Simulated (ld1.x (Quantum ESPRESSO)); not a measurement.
## Pb (Z = 82), TM: configuration errors across variants

| Quantity | Value |
| --- | --- |
| Element | Pb (Z = 82) |
| Generator | ld1.x (Quantum ESPRESSO) 7.5 |
| Type | norm-conserving Troullier–Martins (Kleinman–Bylander form) |
| Functional | LDA (PZ) |
| Relativity | non-relativistic |
| Frozen core | [Xe] 4f14 |
| Valence charge | 14 |
| Reference configuration | 5d10 6s2 6p2 |
| Partial waves | 6p (bound): rc 2.00 bohr; 5d (bound): rc 2.00 bohr; 6s (bound): rc 2.25 bohr |
| Local potential | the s channel |
| Core correction | Bessel-smoothed model core, default radius (core density twice the valence density) |

All-electron excitation energies from the reference (eV): (1) 5d10 6s2 6p1 6.940; (2) 5d10 6s2 6p0 20.652; (3) 5d10 6s1 6p0 49.580; (4) 5d10 6s0 6p0 87.755; (5) 5d9 6s2 6p3 22.534; (6) 5d10 6s0 6p4 12.094; (7) 5d10 6s2 6p2.3 -0.907; (8) 5d10 6s2 6p2 spin -0.435; (9) 5d10 6s2 6p1 spin 6.802.

Spin tests fill each open shell by Hund’s rule, majority spin first.

Tests that are not counted but printed errors over 1 eV. “local potential all-electron potential smoothed inside 2.15 bohr (lloc = -1)”: 5d9 6s2 6p3 (solver errors, printed error -1508 eV); 5d10 6s2 6p0 (solver errors, printed error -18.2 eV); 1 more.

3 further variants failed, have other tests or another functional or relativity, and are left out.

A true bound ghost makes a file unfit for plane-wave use even where its test errors are small: the radial tests pick states by their node count and pass the ghost by. Where a test does run into it, the solver fails or the error is huge.

Errors AE − PS in meV (a dash: test not solved or not reliable):

```tsv
change	(1)	(2)	(3)	(4)	(5)	(6)	(7)	(8)	(9)	bound ghosts
base	+0.9	+1.3	-7.7	-52	-208	-1.9	0.0	+0.1	+0.7	p
wave 6p (bound): rc 2.00 bohr becomes 6p (bound): rc 1.72 bohr	-1.1	-8.5	-11	-49	-174	-36	-0.1	0.0	-1.1	p
local potential all-electron potential smoothed inside 2.15 bohr (lloc = -1)	+0.6	–	–	-39	–	+5.6	+0.1	-0.1	-0.5	s
wave 5d (bound): rc 2.00 bohr becomes 5d (bound): rc 1.46 bohr	+1.0	+1.2	-7.9	-53	-218	-1.9	0.0	+0.1	+0.8	p
```

Task: Give the same row for: wave 6s (bound): rc 2.25 bohr becomes 6s (bound): rc 2.18 bohr.

Result: +0.9, +1.4, -7.4, -52, -207, -1.9, +0.1, +0.1, +0.7; bound ghosts: p.
